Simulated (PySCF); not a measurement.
This PySCF input asks for the NMR shieldings of `FC1=CC=[O+][AlH2-][O]1`, C3H4AlFO2; the geometry comes from GFN2-xTB.

```python
import basis_set_exchange as bse
import numpy as np
from pyscf import gto, dft
from pyscf.prop import nmr

atoms = """
F    -1.915555   -1.869618   -0.141196
C    -0.952225   -0.937291   -0.070967
C    -1.363644    0.391160   -0.132486
C    -0.386976    1.366412   -0.062711
O     0.852315    1.117476    0.053285
Al    1.792310   -0.426289    0.167202
O     0.203619   -1.368897    0.040956
H    -2.406581    0.631547   -0.230544
H    -0.682453    2.420449   -0.108882
H     2.556865   -0.686336   -1.140600
H     2.307749   -0.635943    1.599979
"""
names = dict.fromkeys(["F", "C", "O", "Al", "H"], "pcSseg-1")
basis = {el: gto.basis.parse(bse.get_basis(n, elements=[el], fmt="nwchem")) for el, n in names.items()}
mol = gto.M(atom=atoms, basis=basis, charge=0, verbose=0)
mf = dft.RKS(mol, xc="PBE0")
mf.grids.level = 2
mf.grids.alignment = dft.numint.BLKSIZE   # the property module wants whole blocks of grid points
mf.conv_tol = 1e-9
mf.kernel()

calc = nmr.RKS(mf)   # GIAO
C = mf.mo_coeff
Co = C[:, mf.mo_occ > 0]
resp = mf.gen_response(singlet=True, hermi=2)
def vind(x):   # induced exchange potential for any number of trial vectors
    d = np.einsum("pi,xij,qj->xpq", C, 2 * x.reshape(-1, C.shape[1], Co.shape[1]), Co, optimize=True)
    return np.einsum("xpq,pi,qj->xij", resp(d - d.transpose(0, 2, 1)), C, Co, optimize=True).ravel()
mo1, _ = nmr.rhf.solve_mo1(calc, with_cphf=vind)
sigma = calc.kernel(mo1)
for i, s in enumerate(sigma):   # ppm
    print("%2d %-2s %9.2f" % (i, mol.atom_pure_symbol(i), np.trace(s) / 3))
```

**Question.** What are the results?

**Answer.** 
```
 0 F     159.12
 1 C       5.36
 2 C      96.22
 3 C      -6.68
 4 O      38.04
 5 Al    432.55
 6 O      72.85
 7 H      26.31
 8 H      23.11
 9 H      27.35
10 H      27.35
```

These numbers come from an equivalent density-fitted implementation of the same equations, which agrees with the script to about 0.01 ppm for H and up to a few tenths of a ppm for heavy atoms, so last digits may differ.

Size and cost of the density-fitted run: 146 basis functions, 24 s wall time on 1 thread of an Arm Neoverse N1, shared host.
